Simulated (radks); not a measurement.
The nitrogen anion N2-, [He] 2s2 2p5, held by a Watson sphere: a shell of charge +2 at radius R that stands for the Madelung well of a crystal (potential energy -2/R inside, -2/r outside, in hartree with lengths in bohr). Calculated with a radial shooting solver on a logarithmic mesh with Libxc functionals: scalar-relativistic Kohn-Sham, r2SCAN, spin-polarised, spherical densities, finite nucleus; open shells are filled with parallel spins first; meta-GGA in the generalised Kohn-Sham scheme; Fermi nuclear charge, rms radius of each element as measured or else 0.836 A^(1/3) + 0.57 fm.

R (bohr),e(2s down) (eV),e(2p up) (eV),e(2p down) (eV),<r> 2p (bohr),sum of <r^2> (bohr^2),X-ray form factor at sin(theta)/lambda = 0.3 1/angstrom
2.03,-18.377,-7.854,-6.501,1.741,23.47,3.269
2.54,-16.593,-6.439,-5.151,1.918,27.55,3.186
2.56,-16.533,-6.390,-5.104,1.925,27.71,3.185
2.64,-16.301,-6.198,-4.917,1.954,28.36,3.180
3.91,-13.753,-4.153,-2.762,2.549,40.08,3.175
